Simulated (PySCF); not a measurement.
**C₆ coefficients of unlike pairs at UHF**

Calculated with PySCF 2.14 from the dipole response of each species, C₆(A,B) = (3/π) ∫ α_A(iu) α_B(iu) du, in atomic units, from isotropic polarisabilities. For ions this is the dispersion term alone; charge-induced terms of lower order in 1/R come first.

| species | configuration | basis | relativity | α (bohr³) | C₆ (like pair) |
| --- | --- | --- | --- | --- | --- |
| Mn⁺ | [Ar] 3d5 4s1 (7S) | aug-cc-pVTZ (8s7p5d3f2g) | none | 40.55 | 224.7 |
| In | [Kr] 4d10 5s2 5p1 (2P) | aug-cc-pwCVDZ-PP with ECP28MDF (6s5p4d1f) | core potential | 73.41 | 792.7 |
| Xe³⁺ | [Kr] 4d10 5s2 5p3 (4S) | x2c-TZVPPall with one added diffuse shell each of s, p, d, f type (9s7p5d3f) | spin-free X2C | 9.655 | 56.92 |
| Be⁺ | [He] 2s1 (2S) | aug-cc-pCVTZ-DK with one added diffuse shell each of s, p, d, f type (8s7p5d3f) | spin-free X2C | 24.86 | 70.83 |

Q: Estimate C₆ for In with Mn⁺.

A: The integral gives 421.4. The combination rule 2 C_A C_B / (C_A α_B/α_A + C_B α_A/α_B) gives 421.8 and the geometric mean 422.0.

No spin-orbit coupling is included.

The other pairs:

```csv
pair,C₆
"Xe³⁺, In",178.0
"Be⁺, Mn⁺",124.8
"Be⁺, In",233.8
"Xe³⁺, Mn⁺",94.15
"Be⁺, Xe³⁺",47.27
```
